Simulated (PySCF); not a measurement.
How methods differ on the ionisation energy of Ga

Ga [Ar] 3d10 4s2 4p1 (2P) → Ga⁺ [Ar] 3d10 4s2 (1S), as a difference of total energies. All numbers are calculated (PySCF 2.14, scalar relativity by spin-free X2C-1e, in x2c-TZVPall (6s5p4d1f, 48 functions)). Correlated levels: valence: [Ar] 3d10 frozen. The calculations carry no spin-orbit coupling.

```tsv
method	ionisation energy (eV)
UHF	5.516
MN15	5.986
r2SCAN	6.092
MP2 (valence)	5.721
SCS-MP2 (valence)	5.704
CCSD (valence)	5.780
CCSD(T) (valence)	5.803
```

Errors of the correlated levels include the incompleteness of this basis and the frozen core.

Task: Which method comes closest to the reference value, and which is furthest?

Result: The reference is 5.931 eV (measured; NIST levels, between the centres of gravity of the two terms). Closest: MN15 (error 0.055 eV); furthest: UHF (error -0.415 eV).
